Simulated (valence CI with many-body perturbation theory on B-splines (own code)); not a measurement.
## Lu⁵⁷⁺ in brief

Level of theory: configuration interaction combined with many-body perturbation theory (CI+MBPT): four valence electrons over a frozen Dirac-Fock core [Ne], a basis of 9 s, 9 p, 8 d, 6 f, 3 g, 1 h functions for each j, with the one-electron correlation potential Σ1, the two-electron term Σ2, the three-electron term Σ3, Breit, model QED; selected CI, second order for the rest, scaled by the run's own slope (own B-spline code, finite nucleus).

No measured spectrum was set against this ion. As an estimate, large intervals hold to a few tenths of a per cent, small ones and those within an open d or f shell to about a per cent.

Levels are named by their leading jj configuration (3d3/2^4 stands for four electrons in 3d with j = 3/2), which in mixed levels can hold well under half, so a name can repeat and another be missing.

Rates and lifetimes use the calculated energies. Strong lines usually hold to 10 to 20 %, long lifetimes can be off by a factor of two.

(1) What is the ground level?

(2) What is the ionisation energy?

(3) How well does LS coupling describe the low levels?

(4) What are the static dipole polarisabilities of the lowest levels?

(5) Name the longest-lived excited levels whose lifetime is computed, and their main decay.

Answers

(1) (3s^2 3p1/2^2) J=0, composition 69 % 3s2.3p2 3P + 30 % 3s2.3p2 1S.

(2) 5939.2 eV; NIST lists 5937 ± 6 eV (theoretical).

(3) Among the lowest 20 levels the leading LS term, summed over configurations, holds 58 % on average. For single configurations the figures are 55 % in LS and 93 % in jj coupling. Terms mix most in the J = 2 level at 748.20 eV, where the leading one holds 28 %.

(4) (3s^2 3p1/2^2) J=0 0.00289 bohr³, of which the core gives 5.39e-05.

(5) (3s^2 3p1/2 3p3/2) J=2 at 292.96 eV lives 481 ns, mostly by E2 to (3s^2 3p1/2^2) J=0; (3s^2 3p1/2 3p3/2) J=1 at 284.04 eV lives 6.83 ns, mostly by M1 to (3s^2 3p1/2^2) J=0; (3s^2 3p3/2 3d5/2) J=4 at 856.38 eV lives 4.71 ns, mostly by M1 to (3s^2 3p1/2 3d5/2) J=3.
